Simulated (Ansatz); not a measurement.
`C=[C]1[O][Al]1[OH]`, relaxed with RKS PBE0-D4/def2-TZVP in Ansatz from a PBE-D4/def2-SVP geometry. The force threshold is 0.005 eV/Å; the program also tests the step.

Charge 0, multiplicity 1.

Start:

```xyz
8

C     0.370   -1.592    1.088
C    -0.026   -0.555    0.340
O    -1.328   -0.254   -0.157
Al   -0.210    1.000   -0.685
O    -0.309    2.428   -1.598
H    -0.350   -2.369    1.399
H     1.421   -1.687    1.394
H     0.432    3.027   -1.780
```

```
step  energy (eV)  largest force (eV/Å)  largest move (Å)
   1  -12806.7761                 0.674             0.000
   2  -12806.8253                 0.437             0.033
   3  -12806.8325                 0.327             0.058
   4  -12806.8367                 0.255             0.034
   5  -12806.8442                 0.127             0.080
   6  -12806.8454                 0.073             0.012
   7  -12806.8456                 0.033             0.003
   8  -12806.8456                 0.007             0.004
   9  -12806.8456                 0.002             0.001
```

End:

```xyz
8

C     0.370   -1.568    1.070
C    -0.002   -0.537    0.335
O    -1.317   -0.260   -0.153
Al   -0.258    0.982   -0.677
O    -0.287    2.393   -1.568
H    -0.345   -2.327    1.373
H     1.402   -1.669    1.380
H     0.437    2.985   -1.759
```

Run time 39 s (2 threads of an Arm Neoverse V1 on a shared host); peak host memory 0.38 GiB.
